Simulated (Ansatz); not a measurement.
Calculated with Ansatz (gas phase, PBE0-D4/def2-TZVP geometries, no zero-point term in ΔE). CCSD(T)/CBS is the MP2 limit (def2-TZVPP, def2-QZVPP) plus CCSD(T) − MP2 in def2-TZVPP, frozen cores. DFT in def2-TZVPP. B3LYP here is the variant with VWN-RPA as its local correlation; programs differ in this. def2 core potentials past Kr. For Br, Te outer-core shells are correlated without core-valence functions, which leaves a few kJ/mol of doubt a bond. Scalar relativity is left out up to krypton.

Consider the redistribution: `CC(Br)[TeH]` + `[SiH3]C1=CCO1` → `[TeH]C1=CCO1` + `CC([SiH3])Br`.

Is it downhill or uphill in electronic energy at CCSD(T)/CBS, and by how much? (Best estimate.)

Computed: Nearly level: ΔE = -0.1 kcal/mol.

What do these levels give: ωB97X-V, PBE, r2SCAN, B3LYP, MP2/def2-TZVPP, MP2/def2-QZVPP? (Best estimate.)

Ansatz gave: ωB97X-V -0.8, PBE -1.0, r2SCAN -1.3, B3LYP -0.4, MP2/def2-TZVPP -0.7, MP2/def2-QZVPP -0.3 kcal/mol.

Largest T1 diagnostic among the species: 0.014.
